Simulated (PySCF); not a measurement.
Identify the unknown among the candidates.

All candidates are C4H3F5O.

| technique | computed result |
| --- | --- |
| Polarisability | 53.5 au [PBE0/def2-SVPD] |
| UV, first state | lowest singlet excitation: 8.68 eV (143 nm, f = 0.042) [TDDFT PBE0/def2-SVPD] |
| Dipole | 1.79 D [PBE0/def2-SVPD] |
| Triplet | lowest triplet excitation (Tamm–Dancoff): 7.93 eV [TDA PBE0/def2-SVPD] |
| Rotational structure | rotational constants A, B, C: 1.614, 1.241, 1.149 GHz [GFN2-xTB] |

Gas-phase values; electronic properties from PySCF, density fitting. Levels stand in brackets. Isolated species at its GFN2-xTB geometry (one conformer only).

**Question.** Which candidate is it?
A. `FC(F)(F)[C@H]1OCC1(F)F`
B. `FCO/C(F)=C/C(F)(F)F`
C. `FCC(F)(F)[C@@]1(F)O[C@H]1F`

**Answer.** C. It is `FCC(F)(F)[C@@]1(F)O[C@H]1F`. Numbering: `[F:1][CH2:2][C:3]([F:4])([F:5])[C@@:6]1([F:7])[O:8][C@H:9]1[F:10]`. Its formula, C4H3F5O, gives 1 degree of unsaturation: 1 ring and 0 π bonds in the structure found. The optimised geometry has point group C1 and is an asymmetric top.

The others, at the same levels:
- `FC(F)(F)[C@H]1OCC1(F)F` fails: its computed lowest singlet excitation is 7.38 eV (168 nm, f = 0.002) (against 8.68 eV), lowest triplet excitation (Tamm–Dancoff) is 6.84 eV (against 7.93 eV) and rotational constant A is 2.183 GHz (against 1.614 GHz).
- `FCO/C(F)=C/C(F)(F)F` fails: its computed lowest singlet excitation is 6.82 eV (182 nm, f = 0.025) (against 8.68 eV), lowest triplet excitation (Tamm–Dancoff) is 4.40 eV (against 7.93 eV) and static isotropic polarisability is 60.1 au (against 53.5 au).

Each candidate is one conformer, not necessarily the lowest. The conformers computed, where there is a choice (atom-mapped SMILES and torsion angles):
- `[F:1][CH2:2][C:3]([F:4])([F:5])[C@@:6]1([F:7])[O:8][C@H:9]1[F:10]`: F1–C2–C3–F4 -84°, C2–C3–C6–F7 59°
- `[F:1][C:2]([F:3])([F:4])[C@H:5]1[O:6][CH2:7][C:8]1([F:9])[F:10]`: F1–C2–C5–O6 -49°
- `[F:1][CH2:2][O:3]/[C:4]([F:5])=[CH:6]/[C:7]([F:8])([F:9])[F:10]`: F1–C2–O3–C4 180°, C2–O3–C4–F5 0°, C4–C6–C7–F8 121°
